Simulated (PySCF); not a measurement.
**How methods differ on the ionisation energy of Ru³²⁺**

Ru³²⁺ [Ne] 3s2 → Ru³³⁺ [Ne] 3s1 [3s1/2^1, M_J = 1/2], as a difference of total energies. All numbers are calculated (PySCF 2.14, the two-component X2C-1e Hamiltonian, in an uncontracted even-tempered set (19 s from 5.5 bohr⁻², ratio 2.4; 13 p from 7.2 bohr⁻², ratio 2.4; 4 d from 24 bohr⁻², ratio 2.6; 4 f from 36 bohr⁻², ratio 2.6)). Correlated levels: 1s2 frozen; the 50 highest virtual spinors dropped. "Screened" scales the spin-orbit matrix elements by Boettger's factors to mimic the two-electron term; Breit and QED terms are absent.

| method | ionisation energy (eV) |
| --- | --- |
| GHF (screened spin-orbit) | 1942.7 |
| GMP2 (screened spin-orbit) | 1945.9 |

**Question.** How much does correlation contribute at GMP2 (screened spin-orbit)?

**Answer.** 1945.9 − (1942.7) = 3.2 eV, measured against GHF (screened spin-orbit).

Breit and QED terms and the two-electron picture change are absent.

For comparison: 1949 ± 3 eV (semi-empirical (NIST evaluation); NIST Atomic Spectra Database, ionization energies).
